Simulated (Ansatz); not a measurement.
## Energy profile

The step: SiF₄ ([F][Si]([F])([F])[F]) + NH₃ → SiNH₂F₃ ([NH2][Si]([F])([F])[F]) + HF; bonds formed: F2–H6; dative contacts that become bonds: Si1–N7; bonds broken: Si1–F2, H6–N7 (atoms numbered as in the saddle structure below).

```
atom    x (Å)    y (Å)    z (Å)
 Si1  -0.7033   0.3479  -0.0571
  F2  -0.3529  -1.5719  -0.7456
  F3  -1.0656   0.6572  -1.5554
  F4  -1.7595  -0.3433   0.8801
  F5  -0.7137   1.8279   0.5481
  H6   0.6212  -1.1798  -0.3073
  N7   1.0147  -0.0930   0.2505
  H8   1.2702  -0.1246   1.2305
  H9   1.6888   0.4796  -0.2439
```

Electronic energies by CCSD(T) at an estimated basis limit (MP2 extrapolated from triple and quadruple zeta, plus CCSD(T) − MP2 in triple zeta), on PBE0-D4/def2-TZVP structures; SiNH₃F₄, singlet; no counterpoise correction. Computed with Ansatz 0.2.0 (basis: def2-TZVPP and def2-QZVPP); correlated methods freeze the cores. Extrapolation: Hartree–Fock as exp(−7.88 √X), correlation as X^−2.97.

Question: Give the profile in kJ/mol, counted from the separated reactants. (Judge from chemistry; the value comes from the calculation.)

Answer: By the calculation:
```csv
point,kJ/mol
"separated: SiF₄ (linked as [F][Si]([F])([F])[F]; Si1, F2, F3, F4, F5; singlet) + NH₃ (H6, N7, H8, H9; singlet)",0.0
start structure,-39.1
saddle,121.2
end structure,46.1
"separated: SiNH₂F₃ (linked as [NH2][Si]([F])([F])[F]; Si1, F3, F4, F5, N7, H8, H9; singlet) + HF (F2, H6; singlet)",71.4
```

No T1 diagnostic of these runs exceeds 0.012.

The step is the kind of exchange with an N–H group that builds nitride films in atomic layer and chemical vapour deposition.

For scale, one of the runs: CCSD(T)/def2-TZVPP, 239 basis functions, launched by `ansatz run in.yaml --threads 8 --pin off --events-out ev --progress --plain --max-ram 19148MiB`. Time: 2.2 min of wall clock on 8 CPU threads of an Arm Neoverse V2; the host was shared. Peak host memory: 5.1 GiB.
